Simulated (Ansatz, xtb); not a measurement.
Isomers of BClFH2NSi in order of energy

11 gas-phase structures of BClFH2NSi, found in a search over its isomers (lower ones may exist). Each was relaxed with GFN2-xTB; where two conformers were screened, the lower at r2SCAN-D4/def2-SVP//GFN2-xTB is listed:

A. `FBN[Si]Cl`, a singlet
B. a singlet given by its coordinates
C. `FB=N[SiH2]Cl`, a singlet
D. `B=N[SiH](F)Cl`, a singlet
E. `FB/N=[SiH]/Cl`, a singlet
F. `FB(Cl)N=[SiH2]`, a singlet
G. `BN=[Si](F)Cl`, a singlet
H. `N=B[SiH](F)Cl`, a singlet
I. `F[Si]NBCl`, a singlet
J. a singlet given by its coordinates
K. `F/[SiH]=N/BCl`, a singlet

B (Å):

```xyz
7

B    -0.7693    0.8026   -1.1756
Cl   -3.4811    0.2633    2.2877
F    -0.2814    2.0465   -1.1992
N    -1.3063    0.2974   -0.0019
Si   -1.6293    0.1575    1.5657
H    -0.7362    0.1920   -2.1755
H    -0.7034   -0.1664    2.6300
```

Close contacts (Å): B1–F3 1.34, B1–N4 1.39, Cl2–Si5 1.99, N4–Si5 1.61, B1–H6 1.17, Si5–H7 1.45.

J (Å):

```yaml
atoms:
  - { symbol: B, position_ang: [-0.3418, -2.1380, 0.8740] }
  - { symbol: Cl, position_ang: [-0.2857, -2.1534, 2.6001] }
  - { symbol: F, position_ang: [-2.9975, 0.6047, -0.5819] }
  - { symbol: N, position_ang: [-0.9486, -1.0891, 0.2067] }
  - { symbol: Si, position_ang: [-1.5187, 0.3946, -0.0173] }
  - { symbol: H, position_ang: [-0.9885, 1.7270, 0.0816] }
  - { symbol: H, position_ang: [0.1175, -3.0444, 0.2921] }
```

Close contacts (Å): B1–Cl2 1.73, B1–N4 1.38, F3–Si5 1.60, N4–Si5 1.61, B1–H7 1.17, Si5–H6 1.44.

Make a reasoned guess at their ranking by r2SCAN-D4/def2-SVP//GFN2-xTB single-point energy.

Calculated order at r2SCAN-D4/def2-SVP//GFN2-xTB: D (0.0), A (5.3), C (9.1), I (11.6), H (23.5), B (25.0), F (31.3), E (31.7), J (32.1), G (37.6), K (39.0) kcal/mol. Less than 1 kcal/mol parts F and E; E and J, so the order within those pairs means little.

Energies above the lowest of each column, in kcal/mol; the last columns are at r2SCAN-D4/def2-SVP geometries and were run for some of them only (a dash: not run or not comparable):

```tsv
structure	GFN2-xTB	HF/STO-3G	r2SCAN-D4/def2-SVP//GFN2-xTB	r2SCAN-D4/def2-SVP	CCSD(T)/def2-SVP + ΔMP2/def2-TZVPP
D	0.0	32.2	0.0	0.0	0.0
A	22.8	0.0	5.3	5.7	11.4
C	8.5	17.0	9.1	8.9	–
I	23.4	30.3	11.6	11.7	–
H	25.8	56.3	23.5	–	–
B	14.1	61.3	25.0	–	–
F	21.7	66.6	31.3	–	–
E	17.4	72.0	31.7	–	–
J	13.6	85.9	32.1	–	–
G	21.0	90.7	37.6	–	–
K	14.2	94.9	39.0	–	–
```

CCSD(T)/def2-SVP + ΔMP2/def2-TZVPP puts D lowest of those it was run on; HF/STO-3G picks A. Flexible structures stand in one conformer each, not always the lowest. Frequencies (r2SCAN-D4/def2-SVP) were run for A, D alone. The ΔMP2 step shifts differences by up to 6.4 kcal/mol, which makes them less sure. ΔMP2 is the change of the MP2 energy from the smaller to the larger basis.

Over these structures GFN2-xTB departs from r2SCAN-D4/def2-SVP//GFN2-xTB by 10.9 kcal/mol on average once a common shift is removed. A GFN2-xTB relaxation took about 0.12 s and the r2SCAN-D4/def2-SVP//GFN2-xTB energy about 2.2 s on a shared host (Ansatz 0.2.0, xtb 6.7.1).
